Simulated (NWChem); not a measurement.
## Correlation energy of CClF₂

```xyz
4

F      1.0532    -0.0780    -1.0793
C      0.4266     0.3236     0.0000
F      1.0532    -0.0780     1.0793
Cl    -1.2657    -0.0316     0.0000
```
Charge 0, spin multiplicity 2.

The numbers come from NWChem runs, not from measurements. All single points use one geometry, from UPBE0/def2-SVP, a minimum by its harmonic frequencies.

Basis set: cc-pVDZ. Each correlation energy counts from its own Hartree-Fock reference.

```
method           correlation energy (mHa)
---------------  ------------------------
URI-MP2                            -614.1
UMP2                               -614.0
SCS-UMP2                           -588.5
CCSD on ROHF                       -637.4
CCSD[T] on ROHF                    -653.5
CCSD(T) on ROHF                    -651.8
CCSD on UHF                        -634.6
CCSD[T] on UHF                     -650.2
CCSD(T) on UHF                     -648.7
```

The values span 65.0 mHa, from CCSD[T] on ROHF (lowest) to SCS-UMP2 (highest). 

The correlated methods keep 8 core orbitals frozen. The structure started from a generated list of species. The unpaired electrons of the parent sit in orbitals of symmetry a' (Cs labels of the run); other states weren't searched. The stability of the SCF solutions was not checked. Open-shell Hartree-Fock references start from PBE0 orbitals. No row is a measurement; the coupled-cluster row has its own basis-set and correlation limits.
